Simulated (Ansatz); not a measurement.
Gas-phase electronic energies from Ansatz, PBE0-D4/def2-TZVP geometries. CCSD(T)/CBS is the MP2 limit (def2-TZVPP, def2-QZVPP) plus CCSD(T) − MP2 in def2-TZVPP, frozen cores. This one scheme is used for every species. One conformer a species, not always the lowest.

Consider the hydrogenolysis of the Si–N bond: `N[Si](Cl)(Cl)Cl` + H₂ → `Cl[SiH](Cl)Cl` + NH₃.

`N[Si](Cl)(Cl)Cl`:

Z-matrix (Å, degrees):
```
Si
Cl 1 2.043
Cl 1 2.031 2 106.9
N 1 1.683 2 115.4 3 120.4
Cl 1 2.031 2 106.9 3 -119.2
H 4 1.007 1 120.8 2 75.8
H 4 1.007 1 120.8 2 -76.0
```

H₂:

Z-matrix (Å, degrees):
```
H
H 1 0.746
```

`Cl[SiH](Cl)Cl`:

Z-matrix (Å, degrees):
```
Si
Cl 1 2.030
Cl 1 2.030 2 109.5
Cl 1 2.030 2 109.5 3 -120.1
H 1 1.469 2 109.4 3 120.0
```

NH₃:

```xyz
4

N    -0.251   -0.038    0.123
H    -0.121    0.920   -0.177
H     0.513   -0.259    0.750
H    -0.142   -0.623   -0.696
```

```tsv
level	ΔE (kcal/mol)
MP2/def2-TZVPP	12.5
HF/def2-QZVPP	7.8
```

Problem. What does CCSD(T)/CBS give? (An estimate is asked.)

Solution. Computed: +11.2 kcal/mol. The listed levels differ from it by 1.3, -3.4 kcal/mol.

Largest T1 diagnostic among the species: 0.009.

In def2-TZVPP, CCSD(T) changes the Hartree–Fock value by +2.8 kcal/mol (the triples alone add +0.7 kcal/mol) and MP2 by +4.7 kcal/mol. From BLYP to BHLYP (50 % exact exchange), in def2-TZVPP and without D4, ΔE moves by +1.3 kcal/mol. At CCSD(T), def2-SVP lies −2.4 kcal/mol from the extrapolated value and def2-TZVPP −0.5 kcal/mol.
